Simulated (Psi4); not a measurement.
A dimer, H4Ge ··· Br2 (SMILES [GeH4] and BrBr); the first 5 atoms form monomer A.

```
7

Ge     0.0000     0.0000     0.0000
H     -0.5776    -0.5427     1.3156
H      0.2206     1.5149     0.1240
H      1.3402    -0.6901    -0.2940
H     -0.9833    -0.2821    -1.1457
Br     1.5656    -0.8792    -4.6628
Br     1.7273     1.3464    -4.0437
```

Problem. What interaction energy does SAPT0/jun-cc-pVDZ, frozen core in Psi4 give, and which attractive term is the largest?

Solution. Total -2.04 kJ/mol: electrostatics -0.58, exchange 0.97, induction -0.10, dispersion -2.33. The most attractive term is dispersion.
